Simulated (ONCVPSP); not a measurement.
Before and after: ONCV potential for zinc (Zn)

```
Element                 : zinc (Zn)
Generator               : ONCVPSP 4.0.1
Type                    : optimised norm-conserving Vanderbilt (ONCV)
Functional              : LDA (Perdew-Wang 92)
Relativity              : fully relativistic
Frozen core             : [Ne]
Valence charge          : 20
Reference configuration : 3s2 3p6 3d9 (charge +3)
Partial waves           : 3s: rc 0.85 bohr, ncon 5, nbas 9, qcut 11.2 1/bohr, 2 projectors, debl 0.7 Ha; 3p: rc 0.65 bohr, ncon 4, nbas 9, qcut 12.9 1/bohr, 2 projectors, debl 3.4 Ha; 3d: rc 1.45 bohr, ncon 3, nbas 7, qcut 11.8 1/bohr, 2 projectors, debl 1.9 Ha
Local potential         : polynomial inside 0.65 bohr (lpopt 3, dvloc0 0 Ha)
Core correction         : polynomial model core, fcfact 0.55
```

Open shells are filled in proportion to 2j + 1.

In the s channel the program set the typed energies aside and used -6.265, 0.250 Ha. In the p channel the program set the typed energies aside and used -4.555, 0.250 Ha (j = l + 1/2; the other j can differ).

Change: s: rc 0.58; local potential polynomial inside 0.58 bohr (lpopt 3, dvloc0 0 Ha).

Cutoffs: the cutoffs (Ha) at which the residual kinetic energy of the hardest occupied pseudo-wave falls to 1 and 0.1 mHa per electron; they do not see the model core or the augmentation charge, which bear on the density cutoff. Errors are all-electron minus pseudo energies relative to the spin-unpolarised reference configuration.

Q: Predict the effect on cutoff, ghosts and configuration errors.

A: The potential gets harder (105 Ha and 547 Ha → 383 Ha and 665 Ha); the errors of the 4 common tests hardly move; neither file shows a bound ghost. A smaller radius makes the pseudo-wave follow the all-electron one further in, where it bends more sharply, so more plane waves are needed.

```tsv
quantity	base	changed
cutoff, loose	105 Ha	383 Ha
cutoff, tight	547 Ha	665 Ha
loose cutoff by channel	s 105 Ha, p 90 Ha, d 53 Ha	s 383 Ha, p 90 Ha, d 53 Ha
bound ghosts	none	none
GHOST(+) flags under 300 eV	none	none
error for 3s2 3p6 3d10 4s2, meV [ΔE -69.84 eV]	+30	+31
error for 3s2 3p6 3d10 4s1, meV [ΔE -59.66 eV]	+50	+50
error for 3s2 3p6 3d10, meV [ΔE -40.90 eV]	+86	+86
error for 3s2 3p6 3d10 4s1.5, meV [ΔE -65.77 eV]	+39	+39
p3/2: phases at 0.66 bohr within 0.05 rad from the reference energy up to (Ha; the scan ends near 5)	to the end of the scan	to the end of the scan
p1/2: phases at 0.66 bohr within 0.05 rad from the reference energy up to (Ha; the scan ends near 5)	to the end of the scan	to the end of the scan
d5/2: phases at 1.47 bohr within 0.05 rad from the reference energy up to (Ha; the scan ends near 5)	to the end of the scan	to the end of the scan
d3/2: phases at 1.47 bohr within 0.05 rad from the reference energy up to (Ha; the scan ends near 5)	to the end of the scan	to the end of the scan
rms error of d²Exc/dni dnj with the model core, mHa	8.85	9.15
```
